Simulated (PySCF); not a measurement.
**[CoSe3]-: fields on a plane**

Level of theory: PBE0/[Co def2-TZVPD, Se def2-TZVPD], no relativity, density fitting, PySCF.

The singlet minimum has Co–Se 2.084 Å, Co–Se 2.123 Å (×2); Se–Co–Se 114.0°, Se–Co–Se 123.0° (×2).

The plane holds Co1 at (0.00, 0.00), Se2 at (2.08, 0.00), Se3 at (-1.16, 1.78), Se4 at (-1.16, -1.78) Å. Columns run from x = -3.15 to 4.35 Å, rows from y = 4.05 (top) to -3.75 Å, in steps of 0.3 Å. Other isomers or separated fragments may lie lower.

Problem. Give the electron density (e/Å³) (cut at 5 e/Å³). Lower edges of the bins (e/Å³): '_' 0.000, '.' 0.030, ':' 0.076, '-' 0.151, '=' 0.268, '+' 0.455, '*' 0.750, '#' 1.218, '%' 1.960, '@' 3.136; top 5.00, each point printed twice.

Solution. 
```
____________________________________________________
____________________________________________________
__________..........________________________________
______....::::::::::..______________________________
____..::--========--::..____________________________
____..--==++******==--::..__________________________
__..::==++##@@@@%%**==--..__________________________
__..::==**@@@@@@@@**++--::..________________________
__..::==**@@@@@@@@##++--::................__________
__..::==++##@@@@%%**++==::::::::------::::..________
__..::--==++********++==--------==++====--::..______
____..::--==++++++******++====++********==--::..____
______..::--====**%%@@@@%%++++**%%@@@@##**==::..____
______....::--==**@@@@@@@@##**##@@@@@@@@**==--..____
______....::--==**@@@@@@@@##**##@@@@@@@@**==--..____
______..::--====**%%@@@@%%++++**%%@@@@##**==::..____
____..::--==++++++******++====++********==--::..____
__..::--==++********++==--------==++====--::..______
__..::==++##@@@@%%**++==::::::::------::::..________
__..::==**@@@@@@@@##++--::................__________
__..::==**@@@@@@@@**++--::..________________________
__..::==++##@@@@%%**==--..__________________________
____..--==++******==--::..__________________________
____..::--========--::..____________________________
______....::::::::::..______________________________
__________..........________________________________
____________________________________________________
```

Problem. Give the electron localisation function (set to 0 where the density is under 0.005 e/Å³). Lower edges of the bins: '_' 0.000, '.' 0.086, ':' 0.173, '-' 0.259, '=' 0.346, '+' 0.432, '*' 0.518, '#' 0.605, '%' 0.691, '@' 0.778; top 0.86, each point printed twice.

Solution. 
```
____________........________________________________
________..::--------::..____________________________
____..::--++++****++==--..__________________________
__..--++**####%%%%####++--..________________________
..--++##%%%%%%%%@@@@%%##==..________________________
::==##%%%%##====**%%%%##++..________________________
--**%%@@##::--==..**%%%%++..______..::--::__________
==##%%@@++--%%++**::%%%%++..____::==++**++==::______
==##%%@@++--##--**::%%%%++::..::++##%%%%%%**++::____
==**%%@@##..==**..++%%**--::--**%%@@@@@@@@%%**==..__
::++##%%%%**--::++##==::..::++%%%%@@@@@@@@@@%%++::__
..::==**##%%%%##++--::::....**%%**====%%@@@@%%**--..
____..--++****==::++##%%++::****..====::%%@@@@##==..
________::----..::@@..::@@--++--++++##====@@@@##==..
________::----..::@@..::@@--++--++++##====@@@@##==..
____..--++****==::++##%%++::****..====::%%@@@@##==..
..::==**##%%%%##++--::::....**%%**====%%@@@@%%**--..
::++##%%%%**--::++##==::..::++%%%%@@@@@@@@@@%%++::__
==**%%@@##..==**..++%%**--::--**%%@@@@@@@@%%**==..__
==##%%@@++--##--**::%%%%++::..::++##%%%%%%**++::____
==##%%@@++--%%++**::%%%%++..____::==++**++==::______
--**%%@@##::--==..**%%%%++..______..::--::__________
::==##%%%%##====**%%%%##++..________________________
..--++##%%%%%%%%@@@@%%##==..________________________
__..--++**####%%%%####++--..________________________
____..::--++++****++==--..__________________________
________..::--------::..____________________________
```

Stability towards spin polarisation was not tested.
